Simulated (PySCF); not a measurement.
All values below come from PBE-D3(BJ)/def2-TZVP // B3LYP-D3(BJ)/def2-SVP run with PySCF. Gas-phase values, no solvent. One relaxed conformer stands for a flexible species; it need not be the lowest. Excitations are Tamm–Dancoff values on a coarser integration grid. The basis has no diffuse functions, so Rydberg states are missing or too high.

Reference species (SMILES): `Bc1cc(F)c2cccccc1-2` (neutral, multiplicity 1).

The S1 oscillator strength comes out as 0.003. The HOMO is -5.37 eV. The T1 excitation (TDA) is 1.87 eV.

After one change: the S1 oscillator strength stays essentially unchanged; the HOMO drops by 0.21 eV; the T1 excitation (TDA) rises by 0.34 eV.

Question: Which change was made? The new species is one of these.
(A) `Bc1cc2ccccc(F)c-2c1`
(B) `Bc1c(F)cccc2cccc1-2`
(C) `Bc1ccc(F)cc2cccc1-2`
(D) `Bc1ccc2c(F)ccccc1-2`

Answer: D, `Bc1ccc2c(F)ccccc1-2`
